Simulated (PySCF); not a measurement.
PySCF job for Si(I)(Me)(OH)2 (CH₅IO₂Si), SMILES O[Si](C)(O)I, PBE-D3(BJ)/def2-SVP. Coordinates come from a PBE-D3(BJ)/def2-SVP optimisation. The structure was generated by enumeration, and PubChem lists no compound with its InChIKey, so it may never have been made. The def2 effective core potentials stand for the cores of I; spin–orbit coupling is left out. Other conformers were not sampled.

```python
import numpy as np
from pyscf import gto, scf, dft, df
from pyscf.hessian import thermo

mol = gto.M(
    atom='''
    C     2.27537454   -0.11478124   -1.17222599
    Si    0.46901398    0.31727363   -1.12147816
    O    -0.44530194   -0.50577254   -2.25611011
    O     0.36202866    1.95978122   -1.37604402
    I    -0.48785639   -0.30122721    1.10733663
    H     2.83853456    0.48930692   -0.43457403
    H     2.67539159    0.09762197   -2.18486360
    H     2.42761975   -1.18774974   -0.94656665
    H    -1.09321550   -1.12783260   -1.88153079
    H    -0.54419810    2.30848294   -1.45002330
    ''',
    basis='def2-SVP',
    ecp={'I': 'def2-svp'},
    charge=0,
    spin=0,
    max_memory=1600,
    verbose=3,
)
mf = dft.RKS(mol, xc='pbe').density_fit(auxbasis='def2-universal-jkfit')
mf.disp = 'd3bj'
mf.grids.level = 3
mf.conv_tol = 1e-11
mf.max_cycle = 100
mf.kernel()

# analytic Hessian; the response equations are solved on a coarser grid
h, args, fine = mf.Hessian(), (mf.mo_energy, mf.mo_coeff, mf.mo_occ), mf.grids
h.max_memory = max(150, 2.5e-5 * df.make_auxmol(mol, mf.with_df.auxbasis).nao * mol.nelec[0] * (mol.nelec[0] + mol.nao))  # MB; small integral blocks
h1ao = h.make_h1(mf.mo_coeff, mf.mo_occ)
mf.grids = dft.Grids(mol).set(level=1).build(with_non0tab=True)
mo1, mo_e1 = h.solve_mo1(*args, h1ao)
mf.grids = fine
hess = h.hess_elec(*args, mo1, mo_e1, h1ao) + h.hess_nuc()
if mf.do_disp():
    hess += h.get_dispersion()
for i in range(mol.natm):  # the analytic DFT Hessian lacks the response of the grid: restore translational invariance
    hess[i, i] -= hess[i].sum(axis=0)
hess = (hess + hess.transpose(1, 0, 3, 2)) / 2
vib = thermo.harmonic_analysis(mol, hess, imaginary_freq=False)
thermo.dump_normal_mode(mol, vib)
th = thermo.thermo(mf, vib['freq_au'][vib['freq_au'] > 0], 298.15, 101325)
thermo.dump_thermo(mol, th)
g0 = mf.nuc_grad_method().set(verbose=0).kernel()

# dipole derivatives [dipole axis, atom, xyz] from the same response
r, irp = mol.intor('int1e_r'), mol.intor('int1e_irp').reshape(3, 3, mol.nao, mol.nao)
sl, dm0, ok = mol.aoslice_by_atom(), np.array(mf.make_rdm1()), []
dmu = np.einsum('a,xt->xat', mol.atom_charges(), np.eye(3))
for a, (_, _, p0, p1) in enumerate(sl):
    dmu[:, a] += 2 * np.einsum('xtij,ij->xt', irp[:, :, :, p0:p1], dm0.reshape(-1, mol.nao, mol.nao).sum(0)[:, p0:p1])
    for u, c, occ, f in [(mo1, mf.mo_coeff, mf.mo_occ, 4)]:
        dmu[:, a] -= f * np.einsum('tui,xuv,vi->xt', u[a], r, c[:, occ > 0], optimize=True)
L = vib['norm_mode']
ir = 974.8801 * (np.einsum('xat,kat->kx', dmu, L) ** 2).sum(1)       # km/mol
apt = np.einsum('xax->a', dmu) / 3
print('mode   freq/cm-1   IR/(km/mol)')
for k, w in enumerate(vib['freq_wavenumber']):
    print(f'{k + 1:4d} {w:11.2f} {ir[k]:13.3f}')
print('max |gradient| / (hartree/bohr):', abs(g0).max())
print('APT charges:', apt.round(4))
```

It prints:

```
converged SCF energy = -778.296183941737

WARN: DFTD3 does not support analytical Hessian, using finite difference


WARN: Mole.unit (angstrom) is changed to Bohr

Mode                                 0                   1                   2
Irrep
Freq [cm^-1]                       57.3757            131.1403            164.9661
Reduced mass [au]                   1.9814              1.0506              3.1920
Force const [Dyne/A]                0.0038              0.0106              0.0512
Char temp [K]                      82.5509            188.6817            237.3495
Normal mode                   x     y     z       x     y     z       x     y     z
       0   C                 0.00  0.01 -0.10    0.00  0.00  0.01    0.07  0.07 -0.12
       1  Si                 0.01 -0.01  0.00    0.00  0.01  0.00    0.05  0.01  0.02
       2   O                 0.08 -0.10  0.02   -0.01  0.02  0.01   -0.05  0.00  0.10
       3   O                -0.00  0.01  0.09    0.02  0.01 -0.02    0.06 -0.01 -0.05
       4   I                -0.01  0.01 -0.00   -0.00 -0.01 -0.00   -0.02 -0.01  0.00
       5   H                 0.06  0.04 -0.17    0.07  0.40 -0.37    0.11  0.06 -0.15
       6   H                -0.08 -0.03 -0.14   -0.12 -0.52 -0.15   -0.06  0.16 -0.15
       7   H                 0.02  0.02 -0.08    0.05  0.13  0.55    0.15  0.06 -0.21
       8   H                -0.41  0.42  0.04   -0.03  0.04  0.03    0.19 -0.20  0.17
       9   H                -0.00  0.05  0.23    0.02 -0.00 -0.14    0.06  0.01  0.01
Mode                                 3                   4                   5
Irrep
Freq [cm^-1]                      169.9680            204.8093            234.7053
Reduced mass [au]                   2.0979              4.7181              2.8369
Force const [Dyne/A]                0.0357              0.1166              0.0921
Char temp [K]                     244.5462            294.6750            337.6886
Normal mode                   x     y     z       x     y     z       x     y     z
       0   C                -0.02  0.02  0.07   -0.01  0.01 -0.06    0.02  0.12  0.03
       1  Si                -0.01  0.05  0.00   -0.00  0.02 -0.03   -0.02 -0.07 -0.03
       2   O                -0.03 -0.04  0.09    0.08  0.03 -0.10   -0.07  0.01 -0.06
       3   O                 0.05  0.04 -0.09    0.03  0.02 -0.10    0.08 -0.05  0.03
       4   I                 0.01 -0.02 -0.01   -0.01 -0.01  0.04    0.00  0.00  0.01
       5   H                -0.07 -0.06  0.17    0.04 -0.03 -0.07   -0.16  0.26  0.06
       6   H                 0.07  0.10  0.13   -0.06  0.05 -0.08    0.05  0.20  0.06
       7   H                -0.07 -0.01  0.00   -0.01 -0.01 -0.12    0.25  0.16  0.06
       8   H                -0.37  0.36  0.19   -0.07  0.14 -0.19   -0.19  0.12 -0.08
       9   H                 0.07  0.06 -0.24    0.04  0.01 -0.28    0.12  0.04  0.05
Mode                                 6                   7                   8
Irrep
Freq [cm^-1]                      269.8788            329.3836            373.5245
Reduced mass [au]                   1.5841              2.6116              3.6748
Force const [Dyne/A]                0.0680              0.1669              0.3021
Char temp [K]                     388.2956            473.9097            537.4186
Normal mode                   x     y     z       x     y     z       x     y     z
       0   C                -0.05  0.01  0.02    0.09 -0.03  0.02    0.02 -0.01 -0.01
       1  Si                -0.04  0.04 -0.03    0.07  0.00 -0.07    0.02  0.03 -0.11
       2   O                 0.02 -0.06 -0.01   -0.05  0.05 -0.00   -0.03 -0.08 -0.01
       3   O                 0.07  0.04 -0.05   -0.08 -0.01 -0.05    0.02  0.06  0.10
       4   I                 0.00 -0.01  0.01   -0.01 -0.00  0.01   -0.01 -0.00  0.01
       5   H                -0.06  0.03  0.00    0.02 -0.02  0.06   -0.04 -0.02  0.05
       6   H                -0.01 -0.06  0.02    0.21 -0.09  0.06    0.16 -0.05  0.04
       7   H                -0.08  0.02  0.07    0.02 -0.02  0.09   -0.06 -0.01  0.04
       8   H                 0.17 -0.21 -0.00   -0.16  0.21  0.07    0.14 -0.15  0.17
       9   H                 0.11  0.28  0.65   -0.15 -0.08  0.42    0.03  0.00 -0.35
Mode                                 9                  10                  11
Irrep
Freq [cm^-1]                      681.2633            733.0512            750.4960
Reduced mass [au]                   3.7106              1.3708              1.4868
Force const [Dyne/A]                1.0147              0.4340              0.4934
Char temp [K]                     980.1863           1054.6974           1079.7967
Normal mode                   x     y     z       x     y     z       x     y     z
       0   C                -0.18  0.04 -0.01    0.02  0.01 -0.10    0.02  0.11  0.02
       1  Si                 0.07 -0.01 -0.04   -0.02 -0.00  0.00   -0.00  0.01 -0.01
       2   O                 0.05  0.05  0.05    0.03  0.02  0.08   -0.01  0.01 -0.02
       3   O                 0.01 -0.06  0.01   -0.00 -0.02  0.00   -0.01 -0.11  0.01
       4   I                -0.00 -0.00  0.00   -0.00 -0.00 -0.00   -0.00  0.00  0.00
       5   H                -0.28  0.08  0.03   -0.29 -0.00  0.15    0.37 -0.23  0.01
       6   H                -0.17  0.06  0.01    0.52 -0.12  0.08    0.03 -0.20 -0.04
       7   H                -0.20  0.05  0.03   -0.15  0.04  0.18   -0.50  0.01 -0.03
       8   H                 0.08  0.06  0.11   -0.10 -0.12 -0.44    0.02  0.07  0.15
       9   H                -0.04 -0.19  0.03    0.07  0.14 -0.06    0.17  0.32 -0.05
Mode                                12                  13                  14
Irrep
Freq [cm^-1]                      805.3361            813.6567            891.8575
Reduced mass [au]                   1.4522              1.6291              2.2428
Force const [Dyne/A]                0.5549              0.6355              1.0511
Char temp [K]                    1158.6993           1170.6709           1283.1844
Normal mode                   x     y     z       x     y     z       x     y     z
       0   C                -0.01  0.08  0.01   -0.01  0.02 -0.08    0.05  0.00  0.00
       1  Si                 0.03 -0.02  0.02    0.00 -0.00  0.07   -0.09  0.04 -0.04
       2   O                -0.05 -0.04 -0.01   -0.02 -0.02 -0.10    0.06  0.04  0.04
       3   O                 0.05  0.08 -0.01    0.02  0.02 -0.01    0.05 -0.07  0.01
       4   I                -0.00 -0.00  0.00   -0.00  0.00 -0.00    0.00 -0.00  0.00
       5   H                 0.19 -0.13  0.02   -0.26  0.00  0.12    0.14 -0.05 -0.02
       6   H                -0.02 -0.12 -0.03    0.36 -0.08  0.05    0.10 -0.05  0.00
       7   H                -0.37  0.02 -0.01   -0.14  0.04  0.15    0.05 -0.00 -0.02
       8   H                -0.16 -0.13 -0.37    0.17  0.12  0.50    0.08  0.08  0.17
       9   H                -0.20 -0.49  0.08   -0.07 -0.17  0.04   -0.16 -0.55  0.09
Mode                                15                  16                  17
Irrep
Freq [cm^-1]                      937.7963           1221.2363           1371.3734
Reduced mass [au]                   5.7086              1.2862              1.0469
Force const [Dyne/A]                2.9580              1.1302              1.1600
Char temp [K]                    1349.2801           1757.0871           1973.1010
Normal mode                   x     y     z       x     y     z       x     y     z
       0   C                 0.01  0.03  0.00    0.13 -0.03 -0.01   -0.01 -0.05 -0.02
       1  Si                -0.04 -0.12 -0.03   -0.01  0.00 -0.00   -0.00 -0.01 -0.00
       2   O                 0.06  0.06  0.05    0.00  0.00  0.00    0.00  0.00  0.00
       3   O                -0.01  0.12 -0.02    0.00 -0.00  0.00    0.00  0.00  0.00
       4   I                 0.00  0.00 -0.00    0.00  0.00 -0.00    0.00  0.00  0.00
       5   H                 0.09 -0.06  0.01   -0.41  0.23  0.18    0.30  0.02 -0.30
       6   H                 0.01 -0.07 -0.02   -0.44  0.16 -0.18    0.11  0.67  0.18
       7   H                -0.12  0.00 -0.01   -0.49 -0.09  0.07   -0.24  0.03  0.47
       8   H                 0.13  0.10  0.24    0.01  0.00  0.01    0.00  0.00  0.00
       9   H                -0.01  0.13 -0.02   -0.01 -0.02  0.01   -0.00 -0.00  0.01
Mode                                18                  19                  20
Irrep
Freq [cm^-1]                     1375.7220           2985.7393           3088.6348
Reduced mass [au]                   1.0474              1.0354              1.1019
Force const [Dyne/A]                1.1679              5.4380              6.1935
Char temp [K]                    1979.3577           4295.8141           4443.8577
Normal mode                   x     y     z       x     y     z       x     y     z
       0   C                -0.00 -0.02  0.05    0.05 -0.01 -0.01   -0.00  0.02 -0.09
       1  Si                -0.00 -0.00  0.01   -0.00  0.00 -0.00    0.00  0.00 -0.00
       2   O                 0.00  0.00 -0.00    0.00  0.00  0.00    0.00 -0.00  0.00
       3   O                 0.00 -0.00 -0.00    0.00 -0.00  0.00    0.00 -0.00  0.00
       4   I                -0.00  0.00  0.00    0.00  0.00 -0.00   -0.00 -0.00  0.00
       5   H                -0.02  0.54 -0.40   -0.26 -0.29 -0.36    0.25  0.27  0.31
       6   H                 0.33 -0.02  0.17   -0.22 -0.13  0.59   -0.26 -0.13  0.65
       7   H                -0.27 -0.17 -0.51   -0.06  0.50 -0.11    0.06 -0.39  0.07
       8   H                 0.01 -0.00  0.00    0.00 -0.00  0.00   -0.00  0.00  0.00
       9   H                -0.00 -0.00 -0.01   -0.00 -0.00 -0.00   -0.00  0.00  0.00
Mode                                21                  22                  23
Irrep
Freq [cm^-1]                     3102.4668           3757.9595           3763.8407
Reduced mass [au]                   1.1034              1.0665              1.0669
Force const [Dyne/A]                6.2573              8.8735              8.9053
Char temp [K]                    4463.7589           5406.8670           5415.3287
Normal mode                   x     y     z       x     y     z       x     y     z
       0   C                 0.02  0.08  0.02   -0.00 -0.00  0.00   -0.00 -0.00 -0.00
       1  Si                 0.00  0.00  0.00    0.00  0.00  0.00   -0.00  0.00 -0.00
       2   O                -0.00 -0.00 -0.00   -0.00 -0.00  0.00    0.04  0.04 -0.02
       3   O                 0.00 -0.00  0.00    0.06 -0.02  0.00    0.00 -0.00  0.00
       4   I                -0.00 -0.00 -0.00    0.00  0.00 -0.00    0.00  0.00 -0.00
       5   H                -0.33 -0.34 -0.43    0.00  0.00  0.00   -0.00 -0.00  0.00
       6   H                -0.01  0.01  0.04    0.00  0.00 -0.00    0.00  0.00 -0.00
       7   H                 0.10 -0.68  0.15    0.00  0.00 -0.00    0.00 -0.00  0.00
       8   H                 0.00  0.00 -0.00    0.04  0.04 -0.02   -0.65 -0.62  0.35
       9   H                -0.00 -0.00 -0.00   -0.89  0.37 -0.08   -0.05  0.02 -0.00
temperature 298.1500 [K]
pressure 101325.00 [Pa]
Rotational constants [GHz] 3.55477 1.08907 1.06749
Symmetry number 1
Zero-point energy (ZPE) 0.06428 [Eh]   168770.245 [J/mol]
                           tot       elec      trans        rot        vib
Entropy [J/mol/K]       386.766      0.000    175.074    120.263     91.428
Cv [J/mol/K]            113.555      0.000     12.472     12.472     88.611
Cp [J/mol/K]            121.869      0.000     20.786     12.472     88.611
Internal energy [J/mol]                      3718.434   3718.434 183381.133
Internal energy [Eh]   -778.22351  -778.29618
Enthalpy [J/mol]                             6197.391   3718.434 183381.133
Enthalpy [Eh]          -778.22256
Gibbs free energy [J/mol]                  -46000.957 -32138.088 156121.788
Gibbs free energy [Eh] -778.26648
mode   freq/cm-1   IR/(km/mol)
   1       57.38        51.866
   2      131.14         1.266
   3      164.97        13.852
   4      169.97        35.997
   5      204.81        12.802
   6      234.71         3.428
   7      269.88        41.209
   8      329.38        18.407
   9      373.52       121.087
  10      681.26        47.319
  11      733.05        59.821
  12      750.50        38.680
  13      805.34       161.521
  14      813.66       371.772
  15      891.86        73.737
  16      937.80       115.917
  17     1221.24        28.602
  18     1371.37         6.305
  19     1375.72         1.660
  20     2985.74         0.176
  21     3088.63         0.543
  22     3102.47         0.230
  23     3757.96        86.735
  24     3763.84        75.552
max |gradient| / (hartree/bohr): 3.524064506447988e-05
APT charges: [-0.4016  1.8486 -0.8496 -0.8364 -0.4782  0.0444  0.0251  0.0447  0.3007
  0.3021]
```

Self-consistency was reached.

Cost: about 2.6 core-minutes (a rough figure).
